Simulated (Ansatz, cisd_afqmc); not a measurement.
System: Ga, charge 0, doublet.

Total energies in aug-cc-pVTZ-DK, 3 correlated electrons, 14 frozen orbitals. Radicals and triplets start from unrestricted determinants; spin-orbit coupling is neglected. The -DK rows use spin-free X2C. AFQMC/CISD: phaseless, guided by CISD from CCSD amplitudes; bars are statistical, one sigma. Outlying blocks are dropped, and bars are widened where a walk drifts. Over all cases where full CI ran beside it in this data, AFQMC minus full CI had a median of +0.1 mEh and passed +0.4 mEh in a tenth of the cases.

```
method         program          energy (Eh)  minus CCSDT (mEh)
----------  ----------  -------------------  -----------------
HF              Ansatz          -1942.18523              47.45
MP2             Ansatz          -1942.21877              13.91
CCSD            Ansatz          -1942.23150               1.18
CCSD(T)         Ansatz          -1942.23237               0.31
CCSDT           Ansatz          -1942.23268               0.00
AFQMC/CISD  cisd_afqmc  -1942.2326 ± 0.0001          0.1 ± 0.1
```

Ansatz is an electronic-structure program.
